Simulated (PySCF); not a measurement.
C4H5BO2, SMILES C(#C)B(O)C(C)=O. The structure is a stationary point at PBE-D3(BJ)/def2-SVP. This is a generated structure with no PubChem entry under its InChIKey; it may be hypothetical. One conformer was computed; it need not be the lowest.

Computed equilibrium geometry at PBE-D3(BJ)/def2-SVP (PySCF confirms it by a frequency run) as Cartesian coordinates in Å (one conformer of several):
```xyz
12

C      2.7515     0.3726    -0.6988
C      1.6377    -0.0590    -0.4046
B      0.2300    -0.5712    -0.0834
O     -0.0890    -1.8984    -0.0633
C     -0.9208     0.4555     0.3565
C     -2.0281     0.9297    -0.5518
O     -0.8260     0.8069     1.5331
H      3.7316     0.7559    -0.9519
H      0.6926    -2.4654    -0.2074
H     -2.6919     1.6399    -0.0216
H     -1.5932     1.4085    -1.4553
H     -2.6123     0.0562    -0.9127
```
Charge 0, spin multiplicity 1.
